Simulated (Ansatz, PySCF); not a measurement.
Diatomic ZrSi, closed-shell singlet (lowest of 2S+1 = 1, 3, 5, 7 at CCSD(T)/def2-TZVPP on PBE0 minima; our sources give no spin for the ground state, which may be another). No spin–orbit coupling.

The constants come from a fifth-degree fit in 1/R (seven points, main isotopes). Runs in def2 and cc sets follow the lowest solution found near the PBE0 minimum. The singlet is held restricted. HF and MP2 rows in def2 and cc sets belong to the determinant that coupled cluster picked by its CCSD energy.

Correlated levels freeze the inner cores; with def2 sets outer-core shells near the valence are correlated too. CBS: X⁻³ extrapolation of the correlation energy, Hartree–Fock from the larger set. Rows in LANL2DZ, STO-3G carry no dispersion term and start afresh at each structure; the Pople sets are all-electron and without relativity. LANL2DZ brings its own core potentials from Na on.

Codes used: Ansatz (a quantum-chemistry and plane-wave program); PySCF for LANL2DZ rows, STO-3G rows. Each number belongs to the level named beside it. In def2 rows elements past Kr take small-core potentials, without spin–orbit coupling.

```tsv
level	r_e (Å)	ω_e (cm⁻¹)	ω_e x_e (cm⁻¹)	dipole (D)
HF/STO-3G	2.262	641	0.81	3.60
B97M-V/def2-TZVPP	2.333	447	1.1	3.75
B3LYP/LANL2DZ	2.361	449	1.3	3.96
PBE0/def2-TZVPP	2.308	464	1.1	3.96
MP2/def2-TZVPP	2.389	…	1.5	-
SCS-MP2/def2-TZVPP	2.385	407	1.4	-
CCSD(T)/def2-QZVPP	2.351	428	1.4	-
CCSD(T)/CBS(def2-TZVPP, def2-QZVPP)	…	…	1.4	-
```

Question: Some entries are withheld; supply them.

Answer: 
- CCSD(T)/CBS(def2-TZVPP, def2-QZVPP), r_e (Å): 2.343
- CCSD(T)/CBS(def2-TZVPP, def2-QZVPP), ω_e (cm⁻¹): 432
- MP2/def2-TZVPP, ω_e (cm⁻¹): 403

Doubts at one or more of the structures used: a restricted determinant that unrestricted orbitals would lower (MP2/def2-TZVPP, SCS-MP2/def2-TZVPP, CCSD(T)/def2-QZVPP, CCSD(T)/CBS(def2-TZVPP, def2-QZVPP)).
